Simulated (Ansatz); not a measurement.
A nudged elastic band was laid between two geometries of C₂H₆AlNOS (12 atoms, charge 0, multiplicity 1).

The calculation used RKS PBE0-D4/cc-pVDZ (Ansatz).

```yaml
movable_images: 7
climbing_image: yes
spring: 5.0 eV/Å²
optimiser: quadratic models (default)
start_path: through a guess of the saddle point
force_threshold: 0.05 eV/Å
iteration_limit: 60
end_points: relaxed
```

Image 0:

```xyz
12
Properties=species:S:1:pos:R:3
C -0.991 -1.884 -0.957
S -1.436 -0.108 -1.071
Al 0.137 0.756 0.190
N 1.338 -0.294 0.989
C 0.148 2.767 0.392
O -0.733 3.386 -0.172
H -1.684 -2.428 -1.613
H 0.035 -2.068 -1.305
H -1.111 -2.262 0.069
H 1.370 -1.307 0.938
H 2.092 0.040 1.581
H 0.911 3.346 0.993
```

Image 8:

```xyz
12
Properties=species:S:1:pos:R:3
C -0.677 -1.865 -0.634
S -0.879 -0.082 -0.977
Al 0.951 0.747 0.408
N 1.899 -0.666 0.531
C 0.145 2.616 0.538
O -0.937 2.752 -0.004
H -0.950 -2.426 -1.536
H 0.389 -1.970 -0.353
H -1.315 -2.153 0.209
H -1.953 0.222 -0.209
H 2.801 -0.731 1.002
H 0.602 3.501 1.060
```

(1) What changes between the two ends?

(2) What energy profile does the band end with?

(3) What is the geometry of the highest image?

Answers

(1) Bonds broken: N4–H10. Bonds formed: S2–H10.

(2) The forces met the threshold. The highest image is number 4 of 0 to 8, 2.98 eV above the first end and 0.13 eV above the last; the last end lies 2.85 eV above the first. Neighbouring images differ by up to 1.6 eV, so the band resolves the path poorly. A vibrational analysis at the climbing image gives one clearly imaginary mode, 53i cm⁻¹: a first-order saddle point. The orbitals stay closed-shell, which can raise the energy where a bond breaks towards radicals; this wasn't checked here.

```
image  path coordinate (Å)  energy (eV)  N4–H10 (Å)  S2–H10 (Å)
    0                 0.00         0.00        1.01        3.65
    1                 1.42         0.03        1.01        3.68
    2                 2.84         0.19        1.02        3.34
    3                 4.26         1.82        1.19        2.11
    4                 5.68         2.98        2.77        1.36
    5                 6.77         2.96        3.16        1.36
    6                 7.87         2.88        3.49        1.36
    7                 8.97         2.85        3.79        1.36
    8                10.07         2.85        4.02        1.35
```

(3) 
```xyz
12
Properties=species:S:1:pos:R:3
C -0.859 -1.545 -0.870
S -1.341 -0.416 0.484
Al 0.830 0.748 0.605
N 1.782 -0.619 0.997
C 0.183 2.588 0.005
O -0.970 2.680 -0.363
H -0.931 -0.967 -1.800
H 0.178 -1.860 -0.684
H -1.559 -2.390 -0.901
H -0.879 -1.210 1.486
H 2.797 -0.564 1.112
H 0.845 3.500 -0.037
```

Run time: 8.6 min on 2 threads of AMD EPYC 9R45 96-Core Processor (Zen 5), on a shared host, peak memory 0.36 GiB.
